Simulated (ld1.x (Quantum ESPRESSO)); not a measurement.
# What one change does to a pseudopotential (hydrogen, TM)

ld1.x (Quantum ESPRESSO) 7.5 input, shortened:

```
&input
   title='H', zed=1., rel=1, dft='PZ', iswitch=3,
   config='1s0.5 2p-2'
 /
 &inputp
   pseudotype=2, tm=.true., lloc=-2, rcloc=0.75,
   nlcc=.false.
 /
2
1S  1  0   0.50   0.00  1.00  1.00  0.0
2P  2  1  -2.00  -0.15  0.90  0.90  0.0
 &test
   configts(1)='1s0.5'
 /
```

Change: type PAW; waves now 1s (bound): rcut 0.85, rcutus 1.00 bohr; 1s channel at 2.75 Ry: rcut 0.85, rcutus 1.00 bohr; 2p channel at -0.15 Ry: rcut 0.80, rcutus 0.90 bohr; 2p channel at 0.85 Ry: rcut 0.80, rcutus 0.90 bohr; local potential all-electron potential smoothed inside 0.85 bohr (lloc = -1); augmentation BESSEL, radius 0.65 bohr.

Cutoffs: the cutoffs (Ry, on a coarse ladder) from which the occupation-weighted sum of valence levels, in a spherical-Bessel basis at the reference potential, stays within 10 and 1 mRy of its value at 400 Ry; they do not see the model core or the augmentation charge, which bear on the density cutoff. Errors are all-electron minus pseudo energies relative to the spin-unpolarised reference configuration.

How do hardness, ghosts and transferability respond?

The potential gets softer (21 Ry and 40 Ry → 15 Ry and 35 Ry); of the 3 tests that both files solve, the error grows in 0 and shrinks in 3 by more than 15 % and 0.3 meV (median size 1.0 → 0.0 meV); neither file shows a bound ghost. Several settings change at once here, so the effects cannot be laid on one of them.

```csv
quantity,base,changed
"cutoff, loose",21 Ry,15 Ry
"cutoff, tight",40 Ry,35 Ry
bound ghosts,none,none
"error for 1s1, meV [ΔE -4.64 eV]",+0.5,0.0
"error for 1s0.5 (spin-polarised), meV [ΔE -0.39 eV]",-1.0,0.0
"error for 1s1 (spin-polarised), meV [ΔE -5.54 eV]",-1.0,0.0
s: phases at 1.10 bohr within 0.05 rad from the reference energy up to (Ry; the scan ends near 5),to the end of the scan,to the end of the scan
p: phases at 1.10 bohr within 0.05 rad from the reference energy up to (Ry; the scan ends near 5),to the end of the scan,to the end of the scan
```
